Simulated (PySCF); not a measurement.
From one molecule to another.

First species: In(PF3)H3.
SMILES: `[H][In]([H])([H])<-[P](F)(F)F`

Second species: C6H4F4O.
SMILES: `FC1=C[C@@H](C(F)=C(F)F)OC1`

Levels: CAM-B3LYP/def2-SVPD for dipole moment, HOMO energy, LUMO energy, HOMO–LUMO gap and static isotropic polarisability; TDDFT CAM-B3LYP/def2-SVPD for lowest singlet excitation; PBE0-D3(BJ)/def2-SVP for rotational constant A and rotational constant C. Geometries: PBE0-D3(BJ)/def2-SVP. Each species is one conformer at its optimised geometry, gas phase (atoms past krypton carry core potentials, spin–orbit coupling is left out). Electronic properties by PySCF.

The conformers computed, where there is a choice (atom-mapped SMILES and torsion angles):
- `[F:1][C:2]1=[CH:3][C@@H:4]([C:5]([F:6])=[C:7]([F:8])[F:9])[O:10][CH2:11]1`: C3–C4–C5–F6 -114°

(1) Which of the two has the higher LUMO energy, and by how much?

(2) Which has the higher rotational constant A?

(3) Which has the higher rotational constant C?

(4) Which has the higher HOMO–LUMO gap?

(5) Which of the two has the higher HOMO energy, and by how much?

(6) Which of the two has the higher S1 energy, and by how much?

(7) Which of the two has the higher static isotropic polarisability, and by how much?

(8) Which of the two has the higher dipole moment, and by how much?

## Answers

(1) The second: 0.86 eV against -0.18 eV, a difference of 1.04 eV.

(2) The first: 4.255 GHz against 1.986 GHz, a difference of 2.269 GHz.

(3) The first: 0.787 GHz against 0.642 GHz, a difference of 0.145 GHz.

(4) The second: 9.68 eV against 9.39 eV, a difference of 0.29 eV.

(5) The second: -8.82 eV against -9.57 eV, a difference of 0.75 eV.

(6) The second: 6.58 eV against 5.99 eV, a difference of 0.59 eV.

(7) The second: 73.2 au against 69.8 au, a difference of 3.4 au.

(8) The second: 1.51 D against 0.30 D, a difference of 1.21 D.

On the first: The dipole equals about 1.0 × 10⁻³⁰ C·m (1 D = 3.33564 × 10⁻³⁰ C·m). The principal polarisabilities are 67.4, 67.5 and 74.4 au; their mean is the isotropic value. Atoms past krypton carry effective core potentials; spin–orbit coupling is left out.

On the second: In atomic units the dipole is 0.59 e·bohr (1 au = 2.5417 D). S1 lies 3.10 eV below the HOMO–LUMO gap; its leading configuration is HOMO−1→LUMO, weight 0.29, beside HOMO→LUMO, weight 0.25.
